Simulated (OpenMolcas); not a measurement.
## V4+: effect of the metal basis and ligand basis

V4+ with 6 ligands (chloride) in octahedral coordination (Oh) at 2.34 Å. A charge of +0.333 e stands 2.4 Å behind each ligand.

* Program: OpenMolcas
* Method: SS-CASPT2, IPEA 0.25 Eh, imaginary shift 0.1 Eh (closed shells correlated: 3s 3p and the ligand valence shells)
* Spin-orbit coupling: RASSI with atomic mean-field integrals over the reference wave functions

Fixed: active space 1 electron in 5 orbitals (3d), DKH2 Hamiltonian.

States (labels of O, the rotations of Oh). Energies in cm-1 above the lowest state or level, χT in cm3 K/mol; under a threefold ground state the first gap can be a small split of the lowest multiplet, not the spin-orbit step; 10Dq is the gap between the two states.

| Run | Metal basis | Ligand basis | Ground state | First state of that spin | 10Dq | First gap with spin-orbit (degeneracies) | χT at 300 K | Cost |
| --- | --- | --- | --- | --- | --- | --- | --- | --- |
| A | ANO-RCC-VDZP | ANO-RCC-VDZP | 2T2 | 2E 20640 | 20637 | 330 (4, 2) | 0.370 | roughly 12 core-seconds |
| B | ANO-RCC-VTZP | ANO-RCC-VDZP | 2T2 | 2E 20470 | 20469 | 330 (4, 2) | 0.373 | roughly 21 core-seconds |
| C | ANO-RCC-VTZP | ANO-RCC-VTZP | 2T2 | 2E 20020 | 20018 | 320 (4, 2) | 0.373 | roughly 80 core-seconds |

Against A, |10Dq| changes by -0.8 % in B, -3.0 % in C.

Costs are those of the CASPT2 steps.

Roots that are degenerate in the reference are averaged as groups; the widest CASPT2 spread within a group is 270 cm-1 (the 3-fold group of multiplicity 2 near 0 cm-1 above the lowest state of its run, A). Shifts and gaps below about the spread of the groups concerned are not significant. Over all roots computed the reference weight is 0.64 in A, 0.63 to 0.64 in B, 0.61 in C; a low but even weight reflects the number of correlated electrons. An orbital triplet at a regular site is open to Jahn-Teller coupling, which can distort the site and quench the lowest spin-orbit gaps and is left out. Ligand-to-metal charge-transfer states are missing. With one d shell and no ligand orbital active, 10Dq can be off by a tenth or more. The least metal-like active orbital is 75 % on the metal (Löwdin) and no ligand orbital is active, so the numbers are rough (holds for A). The least metal-like active orbital is 76 % on the metal (Löwdin) and no ligand orbital is active, so the numbers are rough (holds for B). The least metal-like active orbital is 74 % on the metal (Löwdin) and no ligand orbital is active, so the numbers are rough (holds for C). No measured value stands beside these numbers; the geometry is a model, was not optimised and need not be the one that this ion takes.
